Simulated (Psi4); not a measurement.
Two rigid molecules brought together: O2S ··· C3H6 (SMILES O=S=O and C1CC1). Monomers: optimised at B3LYP-D3(BJ) (def2-TZVP), held rigid. Orientation: a higher rigid-body minimum at GFN2-xTB. R is the distance of the centres of mass, along which the second monomer moves.

Geometry at R = 3.56 Å (first 3 atoms: monomer A):
```
12

O      1.2381     0.2470     0.0000
S      0.0012    -0.4877     0.0000
O     -1.2393     0.2407     0.0000
C      0.7604    -2.7359    -3.4788
C      1.0593    -2.5665    -2.0152
C      0.0385    -1.6860    -2.6808
H      1.5061    -2.4099    -4.1912
H      0.2055    -3.6118    -3.7865
H      0.7067    -3.3278    -1.3327
H      2.0073    -2.1259    -1.7374
H     -1.0047    -1.8517    -2.4485
H      0.2958    -0.6497    -2.8533
```

Levels of theory: PBE/def2-TZVP, counterpoise-corrected (Psi4); PBE-D3(BJ)/def2-TZVP, counterpoise-corrected (Psi4); SAPT0/jun-cc-pVDZ, frozen core (Psi4).

Interaction energies in kcal/mol; the last columns give the difference from SAPT0:

```tsv
R / Å	PBE/def2-TZVP	PBE-D3(BJ)/def2-TZVP	SAPT0/jun-cc-pVDZ	PBE/def2-TZVP − SAPT0/jun-cc-pVDZ	PBE-D3(BJ)/def2-TZVP − SAPT0/jun-cc-pVDZ
2.92	18.61	15.78	17.04	1.57	-1.26
3.12	8.47	5.88	7.73	0.74	-1.85
3.34	2.79	0.48	2.06	0.73	-1.58
3.56	0.23	-1.79	-0.65	0.88	-1.14
3.78	-0.79	-2.52	-1.72	0.93	-0.80
3.96	-1.07	-2.56	-1.95	0.88	-0.61
4.23	-1.08	-2.26	-1.81	0.72	-0.45
4.57	-0.87	-1.71	-1.39	0.51	-0.32
5.08	-0.53	-1.01	-0.84	0.31	-0.17
5.77	-0.25	-0.47	-0.43	0.18	-0.04
6.74	-0.09	-0.18	-0.19	0.09	0.01
8.07	-0.04	-0.06	-0.07	0.04	0.01
```

PBE/def2-TZVP is furthest from SAPT0/jun-cc-pVDZ at 2.92 (1.57 kcal/mol, above); its mean absolute difference over the points is 0.63 kcal/mol.

PBE-D3(BJ)/def2-TZVP is furthest from SAPT0/jun-cc-pVDZ at 3.12 (-1.85 kcal/mol, below); its mean absolute difference over the points is 0.69 kcal/mol.
